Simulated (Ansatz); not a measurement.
Isolated molecules relaxed with PBE0-D4/def2-TZVP in Ansatz; ΔE leaves out vibrations. CCSD(T)/CBS adds triple-zeta CCSD(T) − MP2 to the extrapolated MP2 energy (def2 sets, frozen cores). DFT in def2-TZVPP. B3LYP here is the variant with VWN-RPA as its local correlation; programs differ in this. For Br outer-core shells are correlated without core-valence functions, which leaves a few kJ/mol of doubt a bond. Scalar relativity is left out up to krypton. One conformer a species, not always the lowest.

`[CH3][AlH][B](C)F` + `O=CCBr` → `CB(F)C=O` + `[CH3][AlH][CH2]Br`  (formal exchange of groups at a B–Al bond)

`[CH3][AlH][B](C)F`:

Z-matrix (Å, degrees):
```
C
Al 1 1.960
H 1 1.096 2 110.3
H 1 1.092 2 114.1 3 -121.6
H 1 1.096 2 110.3 3 116.8
B 2 2.170 1 123.2 3 123.1
H 2 1.599 1 117.0 3 -58.0
F 6 1.341 2 117.2 1 -88.9
C 6 1.565 2 126.2 1 89.9
H 9 1.094 6 113.6 2 171.9
H 9 1.099 6 108.5 2 -67.8
H 9 1.095 6 111.6 2 47.8
```

`O=CCBr`:

Cartesian coordinates in Å:
```
O -0.801 -0.947 -1.432
C -0.034 -0.729 -0.539
C -0.178 0.441 0.394
Br 1.507 1.396 0.455
H 0.838 -1.383 -0.341
H -0.378 0.100 1.411
H -0.954 1.121 0.052
```

`CB(F)C=O`:

Cartesian coordinates in Å:
```
C -0.567 1.107 0.156
B 0.338 0.021 -0.484
F 1.011 0.249 -1.595
C 0.507 -1.455 0.155
O 1.252 -2.282 -0.310
H -0.502 2.078 -0.334
H -0.341 1.223 1.222
H -1.611 0.769 0.123
H -0.086 -1.711 1.066
```

`[CH3][AlH][CH2]Br`:

Cartesian coordinates in Å:
```
C -1.376 0.864 -0.548
Al -0.388 -0.283 0.669
C 1.493 -0.761 0.325
Br 2.139 0.017 -1.348
H -1.392 0.433 -1.554
H -0.880 1.835 -0.646
H -2.406 1.035 -0.230
H -1.016 -0.895 1.997
H 2.174 -0.408 1.102
H 1.653 -1.837 0.235
```

(1) Is it downhill or uphill in electronic energy at CCSD(T)/CBS, and by how much? (An estimate is asked.)

(2) What do these levels give: PBE-D4, r2SCAN-D4, PBE0-D4, ωB97X-V, B2PLYP, PBE, r2SCAN, B3LYP, SCS-MP2/def2-TZVPP, CCSD(T)/def2-TZVPP, MP2/CBS(def2), CCSD/CBS(def2)? (An estimate is asked.)

Largest T1 diagnostic among the species: 0.014.

Results:

(1) The calculation gave: Downhill: ΔE = -45.7 kJ/mol.

(2) Ansatz gave: PBE-D4 -33.0, r2SCAN-D4 -42.7, PBE0-D4 -36.8, ωB97X-V -42.1, B2PLYP -44.2, PBE -31.6, r2SCAN -42.5, B3LYP -40.7, SCS-MP2/def2-TZVPP -46.6, CCSD(T)/def2-TZVPP -44.3, MP2/CBS(def2) -49.6, CCSD/CBS(def2) -46.3 kJ/mol.

From PBE to PBE0 (25 % exact exchange), in def2-TZVPP and without D4, ΔE moves by −4.0 kJ/mol.
